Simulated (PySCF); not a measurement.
# Do core-level shifts follow atomic charges?

Species: C3H6O2Si.
Bonds: O1–C2 (double), C2–C3, C3–C4, C4–Si5, Si5–O6, C2–O6. Hydrogens: H7, H8 on C3; H9, H10 on C4; H11, H12 on Si5.

Binding energies: delta-SCF UKS SCAN, pcX-2 on the ionised atom, pcseg-1 elsewhere, spin-free X2C (PySCF). Charges: PBE0/pcSseg-1 ground-state density, for the ionised atom.

```tsv
atom	environment	C 1s (eV)	Mulliken (e)	IAO (e)	Hirshfeld (e)	ESP (e)
C4	sp3 carbon bound to silicon	290.78	-0.555	-0.566	-0.164	-0.286
C3	sp3 carbon next to a carbonyl	291.41	-0.285	-0.326	-0.074	-0.058
C2	carbonyl carbon	294.63	+0.475	+0.525	+0.208	+0.694
```

How well does each charge scheme correlate with the binding energies over these sites?

IAO: r = 1.00, slope 3.6 eV per e; ESP: r = 1.00, slope 4.0 eV per e; Hirshfeld: r = 1.00, slope 10.6 eV per e; Mulliken: r = 0.99, slope 3.8 eV per e. On 3 points no scheme stands out.

The point-charge model writes a binding energy as kq + V + constant, with V the potential of the other atoms' charges at the site. What does it give with the ESP charges?

V = Σ 14.40 eV Å × q/r over all other atoms: +4.93 eV at C4, +2.65 eV at C3, -9.78 eV at C2. Fitting binding energy − V to q gives k = 19.4 eV per e and leaves an rms residual of 0.63 eV, against 0.12 eV for the fit on q alone. The model has no term for differences in relaxation between sites.

Isolated species at its GFN2-xTB geometry (one conformer only).
